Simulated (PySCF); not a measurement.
C₅H₁₁O₂Si (doublet state).
Z-matrix (Å and degrees, GFN2-xTB geometry), rows numbered from 1:
```
Si
O   1  1.6200
C   2  1.3922  1  129.75
C   3  1.5357  2  109.46  1  -176.13
C   4  1.4793  3  114.16  2   177.68
C   5  1.4771  4  109.45  3   129.36
O   6  1.4130  5  106.10  4    10.08
C   7  1.4143  6  107.96  5   -25.07
H   1  1.4666  2  111.42  3   -61.74
H   1  1.4519  2   98.90  3   178.11
H   1  1.4669  2  111.05  3    58.19
H   3  1.0977  2  109.99  1    63.08
H   3  1.0973  2  110.13  1   -55.90
H   4  1.1012  3  106.44  2    54.16
H   5  1.0698  4  125.75  3   -46.84
H   6  1.0979  5  113.93  4   128.96
H   6  1.1098  5  111.45  4  -109.88
H   8  1.1006  4  109.53  3   -25.94
H   8  1.0897  4  113.69  3    96.15
```

The hyperfine couplings belong to this conformer and change with its torsions.

As a line formula: `[SiH3]OC[C@H]1[CH]COC1` [radical].

Theory: UKS B3LYP, pcH-1 on C H O Si, non-relativistic, mean-field spin-orbit, GIAO (PySCF). Geometry: GFN2-xTB, one conformer, isolated molecule. Couplings are sensitive to structure, and on GFN2-xTB geometries they can be far from those on DFT ones. The SCF solution wasn't tested for stability.

Principal values of hyperfine tensors in MHz (contact, dipolar and spin–orbit terms together), for some of the nuclei:

```json
{"atom": "H14", "isotope": "1H", "A1": "131.47", "A2": "133.52", "A3": "145.98"}
{"atom": "H17", "isotope": "1H", "A1": "127.62", "A2": "130.02", "A3": "141.68"}
{"atom": "H16", "isotope": "1H", "A1": "93.77", "A2": "94.54", "A3": "107.40"}
{"atom": "C5", "isotope": "13C", "A1": "8.42", "A2": "8.79", "A3": "250.10"}
{"atom": "C3", "isotope": "13C", "A1": "58.76", "A2": "59.16", "A3": "68.40"}
{"atom": "C6", "isotope": "13C", "A1": "-38.05", "A2": "-35.41", "A3": "-34.29"}
{"atom": "C4", "isotope": "13C", "A1": "-35.32", "A2": "-32.96", "A3": "-31.36"}
{"atom": "H12", "isotope": "1H", "A1": "-7.77", "A2": "-5.14", "A3": "3.28"}
```

Problem. Split each tensor into its isotropic and traceless parts, and turn a_iso into mT with g = 2.0026.

Solution. a_iso = (A1 + A2 + A3)/3, Ti = Ai − a_iso; 1 mT corresponds to 28.028 MHz. The tensors hold a spin–orbit part: the run splits a_iso into a_FC + a_SO, and T includes its anisotropic share.

```
atom  a_iso (MHz)    a_FC   a_SO  a_iso (mT)      T1      T2      T3
 H14       136.99  136.99   0.00       4.887   -5.52   -3.47    8.99
 H17       133.11  133.11   0.00       4.749   -5.49   -3.09    8.57
 H16        98.57   98.57   0.00       3.517   -4.80   -4.04    8.83
  C5        89.10   89.21  -0.10       3.179  -80.68  -80.32  161.00
  C3        62.11   62.11   0.00       2.216   -3.34   -2.94    6.29
  C6       -35.91  -35.92   0.01      -1.281   -2.13    0.51    1.62
  C4       -33.21  -33.22   0.01      -1.185   -2.11    0.25    1.86
 H12        -3.21   -3.21   0.00      -0.115   -4.56   -1.93    6.49
```

Problem. What spin density at the nucleus of C3 lies behind its contact coupling (g_N = 1.40482)?

Solution. a_FC = (2μ0/3) gₑ μB g_N μN ρ(0)/(2S·h) = 800.24 MHz × g_N × ρ(0)/(2S), with ρ in bohr⁻³. With a_FC = 62.11 MHz and 2S = 1, ρ(0) = 0.05525 bohr⁻³.

Problem. H15 (1H, g_N = 5.58569) isn't in the table. Its spin density at the nucleus is -0.01418 bohr⁻³. What is its contact coupling?

Solution. By the same relation, a_FC = -63.4 MHz. Its full tensor has the principal values -102.06, -63.29, -24.77 MHz.

Problem. Which nucleus of the table has the largest anisotropic coupling, and what is its form?

Solution. C5: -80.7, -80.3, 161.0 MHz, axial, in the ratio −1:−1:+2, the form that spin in one p orbital centred on that nucleus gives.

Problem. In a single crystal, with the field along each principal axis of the tensor of H14 in turn, what first-order splitting does this nucleus give (isotropic g, quadrupole terms neglected)?

Solution. 2 lines (I = 1/2), spaced by |A_i|/(g × 13.996): 4.69, 4.76, 5.21 mT along the axes of A1, A2 and A3.
